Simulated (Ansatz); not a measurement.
Process, species as SMILES: [BH2] (BH2) → B atom + 2 H atom
B3LYP-D3(BJ)/def2-TZVP geometries, fixed; electronic energies without zero-point terms.

Basis-set convergence of the atomisation energy at PBE0 with Ansatz (a first-principles code). All functions are spherical. The program fits the integrals of some runs and decomposes those of others, by size. Open shells are unrestricted. No added dispersion term, no relativity. Functions are those of the species that has most. Reference: the value in aug-cc-pV5Z, 172.30 kcal/mol, itself unsure by roughly 0.01 kcal/mol (its mean distance from pcseg-4, aug-pcseg-3, aug-cc-pVQZ). Deviations are taken from unrounded values.

| basis | functions | atomisation energy (kcal/mol) | minus reference (kcal/mol) |
|---|---|---|---|
| cc-pVDZ | 24 | 169.14 | -3.15 |
| pcseg-1 | 24 | 170.95 | -1.34 |
| 6-311G** | 30 | 171.66 | -0.63 |
| def2-SVPD | 36 | 172.87 | 0.58 |
| jun-cc-pV(T+d)Z | 67 | 172.06 | -0.23 |
| 6-311++G(3df,3pd) | 75 | 172.28 | -0.01 |
| aug-cc-pVTZ | 92 | 172.00 | -0.29 |
| aug-pcseg-2 | 92 | 172.40 | 0.10 |
| pcseg-4 | 223 | 172.28 | -0.01 |

The smallest set listed that lies within 1 kcal/mol of the reference with all its larger relatives (same family, alike in diffuse functions; a set with none counts only in the reference's own line) is def2-SVPD (36 functions, 0.58 kcal/mol off). Inside, with no larger relative to test it: 6-311G**, 6-311++G(3df,3pd), pcseg-4. (Relatives not listed, tested too: def2-TZVPD -0.28, def2-TZVPPD -0.10, def2-QZVPPD -0.07, aug-cc-pVQZ 0.00, aug-pcseg-3 0.02, aug-cc-pV5Z 0.00 kcal/mol.)
